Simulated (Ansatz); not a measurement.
InSn₁₉H₃₀, a doped nanocrystal cut from the lattice of tin (In on a surface site), relaxed as a doublet with UKS PBE-D4/def2-SVP in Ansatz, starting from a model built from a lattice or polyhedron. Force threshold 0.03 eV/Å.

In the def2 sets In, Sn take a core potential; there is no spin–orbit coupling. Single mean-field runs in def2-SVP are fitted with def2-universal-jkfit.

Start:

```xyz
50

Sn   -3.193   -0.962   -1.133
Sn   -3.026   -4.728    1.516
Sn    0.690   -3.384   -0.831
Sn    0.593   -2.958    3.730
Sn   -3.397    2.779   -3.783
Sn    0.510    0.382   -3.479
In    0.220    4.522   -1.562
Sn    0.425    0.770    1.092
Sn    4.259   -1.650    1.375
Sn    4.121    2.111   -1.255
Sn   -4.112   -2.092    1.240
Sn   -4.266    1.637   -1.398
Sn   -0.418   -0.793   -1.112
Sn   -0.519   -0.368    3.470
Sn   -0.233   -4.533    1.546
Sn    3.386   -2.787    3.787
Sn   -0.666    3.366    0.836
Sn   -0.585    2.940   -3.725
Sn    3.039    4.708   -1.535
Sn    3.197    0.961    1.124
H    -3.707   -1.921   -2.460
H    -3.534   -5.683    0.183
H    -3.591   -5.408    2.996
H     0.202   -4.339   -2.152
H     2.405   -3.285   -0.799
H     0.019   -3.649    5.208
H    -3.877    1.813   -5.133
H    -4.074    4.380   -3.951
H     0.020   -0.582   -4.803
H     2.233    0.470   -3.453
H    -0.437    6.137   -1.716
H     3.791   -2.585    0.092
H     6.002   -1.516    1.435
H     3.631    1.154   -2.605
H     5.853    2.209   -1.231
H    -5.851   -2.209    1.227
H    -3.614   -1.132    2.589
H    -6.003    1.513   -1.436
H    -3.806    2.590   -0.055
H    -2.219   -0.475    3.430
H    -0.032    0.630    4.817
H     0.461   -6.113    1.751
H     4.043   -4.382    3.956
H     3.882   -1.833    5.107
H    -2.400    3.257    0.807
H    -0.205    4.328    2.171
H    -0.043    3.677   -5.204
H     3.600    5.430   -2.977
H     3.526    5.674   -0.182
H     3.701    1.931    2.483
```

(1) Estimate the energy that the relaxation releases and the steps that it takes.

(2) Does the start keep its bonding and symmetry?

(3) Predict the relaxed structure.

Answers

(1) 0.72 eV, in 22 steps; 2.7 min on 4 threads of AMD EPYC 7R13 on a shared host and a share (37 GiB) of an NVIDIA H100 80GB HBM3. The force fell under the threshold at step 14, but the optimiser went on and released 0.009 eV more. No frequencies were taken in this run, so the end may be a saddle point.

(2) By distances, no bond broke or formed. The bond that changes most is In7–Sn17, from 2.81 to 3.00 Å (atoms count from 1).

(3) 
```xyz
50

Sn   -3.3313   -0.9732   -1.1485
Sn   -3.0660   -4.7429    1.5981
Sn    0.5560   -3.4567   -0.9305
Sn    0.5689   -2.8223    3.6943
Sn   -3.4425    2.8266   -3.8463
Sn    0.2884    0.4149   -3.7133
In    0.3381    4.6567   -1.5523
Sn    0.5700    0.6453    0.7923
Sn    4.5079   -1.6330    1.5522
Sn    4.3771    2.2473   -1.3068
Sn   -4.2565   -2.2252    1.2009
Sn   -4.5198    1.5465   -1.5823
Sn   -0.5106   -0.8679   -1.3222
Sn   -0.3343   -0.1519    3.3656
Sn   -0.2619   -4.4783    1.5683
Sn    3.3800   -2.7255    3.8873
Sn   -0.5444    3.2640    0.9490
Sn   -0.6374    3.0847   -3.6735
Sn    3.1415    4.7790   -1.4069
Sn    3.3800    0.8793    0.9462
H    -3.7881   -2.0195   -2.4688
H    -3.5489   -5.8198    0.3246
H    -3.5749   -5.4528    3.1002
H    -0.0268   -4.5113   -2.1840
H     2.2891   -3.4248   -1.0436
H    -0.1152   -3.4251    5.1837
H    -3.9139    1.8807   -5.2267
H    -4.2134    4.3767   -4.0111
H    -0.3756   -0.5136   -5.0267
H     2.0188    0.2802   -3.8208
H    -0.6526    6.0223   -1.0278
H     4.2616   -2.7252    0.2278
H     6.2237   -1.4497    1.7625
H     4.0251    1.2521   -2.6844
H     6.1082    2.3030   -1.1507
H    -5.9851   -2.3907    1.1228
H    -3.9043   -1.2178    2.5692
H    -6.2348    1.2975   -1.7336
H    -4.2692    2.4948   -0.1501
H    -2.0558   -0.0006    3.5269
H     0.4018    0.8755    4.5589
H     0.4936   -6.0289    1.8342
H     3.9837   -4.3299    4.1753
H     3.8251   -1.7470    5.2513
H    -2.2817    3.1978    1.1008
H     0.0184    4.0640    2.3956
H    -0.1359    3.6992   -5.2330
H     3.8401    5.5667   -2.7953
H     3.7741    5.6174   -0.0195
H     3.6098    1.8616    2.3709
```
Bond lengths (bridged metal pairs left out): 22 × Sn–Sn 2.81 to 2.85 Å; 3 × In–Sn 2.81 to 3.00 Å; 29 × H–Sn 1.73 to 1.75 Å; 1 × H–In 1.77 Å.
